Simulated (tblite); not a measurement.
C₆H₁₀Si.
SMILES with atom numbers: `[CH2:1]=[C:2]1[CH:3]=[C:4]([CH3:5])[SiH2:6][CH2:7]1` (hydrogens: H8, H9 on C1; H10 on C3; H11, H12, H13 on C5; H14, H15 on Si6; H16, H17 on C7)

A start from a force field or distance geometry was refined with GFN2-xTB geometry optimisation, gas phase in tblite 0.8.0. Values at the start:

| coordinate | start |
| --- | --- |
| C1=C2 | 1.325 Å |
| C1–H8 | 1.092 Å |
| C1–H9 | 1.084 Å |
| C2–C3 | 1.470 Å |
| C2–C7 | 1.528 Å |
| C3=C4 | 1.334 Å |
| C3–H10 | 1.083 Å |
| C4–C5 | 1.485 Å |
| C4–Si6 | 1.878 Å |
| C5–H11 | 1.088 Å |
| Si6–C7 | 1.917 Å |
| Si6–H14 | 1.489 Å |
| C7–H16 | 1.093 Å |
| C1–C2–C7 | 123.3° |
| C2–C3–C4 | 118.0° |
| C2–C7–Si6 | 105.4° |
| C3–C2–C7 | 113.6° |
| C3–C4–C5 | 127.8° |
| C3–C4–Si6 | 111.6° |
| C4–Si6–C7 | 91.4° |
| C5–C4–Si6 | 120.6° |

Problem. How do these coordinates change at the GFN2-xTB level?

Solution. 
```tsv
coordinate	GFN2-xTB (Å or °)	change
Si6–H14	1.467	-0.022
C2–C3	1.449	-0.021
C2–C7	1.510	-0.018
C1–H8	1.077	-0.015
Si6–C7	1.904	-0.013
C3=C4	1.342	+0.008
C1=C2	1.332	+0.007
C1–H9	1.077	-0.007
C4–C5	1.490	+0.005
C4–Si6	1.882	+0.004
C7–H16	1.090	-0.003
C5–H11	1.090	+0.002
C3–H10	1.083	0.000
C5–C4–Si6	125.3	+4.7
C3–C4–C5	124.1	-3.7
C3–C4–Si6	110.6	-1.0
C2–C7–Si6	106.0	+0.6
C2–C3–C4	118.4	+0.4
C1–C2–C7	123.0	-0.3
C3–C2–C7	113.8	+0.2
C4–Si6–C7	91.2	-0.2
```

The energy falls by 8.5 kJ/mol over 32 L-BFGS steps, the largest force on an atom goes from 0.94 to 0.009 eV/Å, and the atoms move by 0.056 Å rms after alignment. Among the bonds, C2–C3 and Si6–H14 change most and about equally (-0.022 to -0.021 Å). Bonds longer at the end by more than 0.005 Å: 2 of 17; shorter: 10. Rotational constants go from 3469, 1841, 1240 to 3398, 1870, 1242 MHz.

Hardware: an Arm Neoverse N1 with one thread, no GPU, shared host.

Its GFN2-xTB frequencies are all real (lowest 45 cm⁻¹).

These are computed values.
